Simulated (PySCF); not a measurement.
Compound: C2H6BCl3Te.
Bonds: C1–Te2, Te2–C3, Te2–B4, B4–Cl5, B4–Cl6, B4–Cl7. Hydrogens: H8, H9, H10 on C1; H11, H12, H13 on C3.

Theory: PBE0-D3(BJ)/def2-SVP geometry optimisation, gas phase, def2 core potentials past Kr in PySCF 2.14.0.

Task: How far are the bound atoms from Te2?

Result: 3 atoms: C1 2.133 Å, C3 2.135 Å, B4 2.362 Å. The nearest atom not counted as bound is H9, at 2.66 Å (others tie with it).

Task: List the angles at Te2.

Result: 
```
    angle  degrees  distance of the outer atoms (Å)
C1–Te2–B4     96.4                             3.36
C1–Te2–C3     95.9                             3.17
C3–Te2–B4     95.8                             3.34
```

Task: What is the shape at Te2?

Result: Pyramidal: angles 96.4°, 95.9° and 95.8°, sum 288.1°, 1.13 Å off the plane of its three neighbours.

Task: What are the other bond lengths?

Result: B4–Cl5, B4–Cl6, B4–Cl7 1.821 Å; C1–H8 and 5 like bonds 1.097 Å.

Task: Give some angles away from the centre.

Result: Te2–B4–Cl5 106.3°, Te2–B4–Cl6 103.2°, Cl5–B4–Cl6 113.6°, Cl6–B4–Cl7 115.1°.

Task: What are the rotational constants (commonest isotopes, rigid rotor)?

Result: A = 1102, B = 665.5, C = 635.7 MHz: an asymmetric top.

Point group: near Cs, missed by 0.09 Å at most; the miss may be what the optimiser left on a soft mode. Charge 0, singlet. Whether it is a minimum is left open (no frequencies).

Time: 2.0 min wall; peak memory 0.62 GiB. Hardware: one thread of an Arm Neoverse V2, shared host. This is the geometry optimisation.

Conformer computed: `[CH3:1][Te+:2]([CH3:3])[B-:4]([Cl:5])([Cl:6])[Cl:7]`: C1–Te2–B4–Cl5 47°.
